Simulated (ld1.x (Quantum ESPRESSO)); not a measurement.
palladium TM: all-electron and pseudo phase curves

ld1.x (Quantum ESPRESSO) 7.5 input, shortened:

```
&input
   title='Pd', zed=46., rel=1, dft='PZ', iswitch=3,
   config='[Kr] 4d8 5s0 5p0'
 /
 &inputp
   pseudotype=2, tm=.true., lloc=2,
   nlcc=.false.
 /
3
4S  1  0   2.00   0.00  1.45  1.45  0.0
4P  2  1   6.00   0.00  1.15  1.15  0.0
4D  3  2   8.00   0.00  1.40  1.40  0.0
 &test
   configts(1)='4s2 4p6 4d8 5s0 5p0'
 /
```

The phase is arctan(r·u′/u) with u = r·R(r), unwrapped; energies in Ry, scanned from -10 to 5 Ry. A pole is an energy at which the radial function vanishes at the test radius. The pseudo phase is shifted by a multiple of π to meet the all-electron one at the reference energy, and phase errors are pseudo minus all-electron; the curves can meet again beyond the range given. Levels narrower than the energy grid can be missing from the lists of poles.

| channel | radius (bohr) | reference energy (Ry) | poles, all-electron | poles, pseudo | unbroken range about the reference energy with phases within 0.05 rad | phase error 1 Ry above the reference energy (rad) |
| --- | --- | --- | --- | --- | --- | --- |
| s | 1.59 | -8.13 | -7.27 | -7.27 | below -1.8 | -0.001 |
| p | 1.59 | -5.60 | -4.30 | -4.30 | below 3.5 | -0.000 |
| d | 1.59 | -2.03 | 0.42 | 0.42 | the whole range | -0.000 |

Phases in the d channel:

| E (Ry) | all-electron | pseudo |
| --- | --- | --- |
| -10.00 | 1.340 | 1.340 |
| -9.52 | 1.331 | 1.331 |
| -9.04 | 1.322 | 1.322 |
| -8.56 | 1.311 | 1.311 |
| -8.08 | 1.299 | 1.299 |
| -7.60 | 1.285 | 1.285 |
| -7.12 | 1.268 | 1.268 |
| -6.64 | 1.248 | 1.248 |
| -6.16 | 1.223 | 1.223 |
| -5.68 | 1.192 | 1.192 |
| -5.20 | 1.151 | 1.151 |
| -4.72 | 1.094 | 1.094 |
| -4.24 | 1.011 | 1.011 |
| -3.76 | 0.877 | 0.876 |
| -3.28 | 0.634 | 0.634 |
| -2.80 | 0.166 | 0.166 |
| -2.32 | -0.506 | -0.507 |
| -1.84 | -0.991 | -0.991 |
| -1.36 | -1.244 | -1.244 |
| -0.88 | -1.385 | -1.385 |
| -0.40 | -1.474 | -1.474 |
| 0.08 | -1.536 | -1.536 |
| 0.56 | -1.583 | -1.583 |
| 1.04 | -1.622 | -1.622 |
| 1.52 | -1.655 | -1.655 |
| 2.00 | -1.685 | -1.685 |
| 2.48 | -1.714 | -1.714 |
| 2.96 | -1.742 | -1.743 |
| 3.44 | -1.772 | -1.773 |
| 3.92 | -1.804 | -1.806 |
| 4.40 | -1.840 | -1.842 |
| 4.88 | -1.882 | -1.885 |
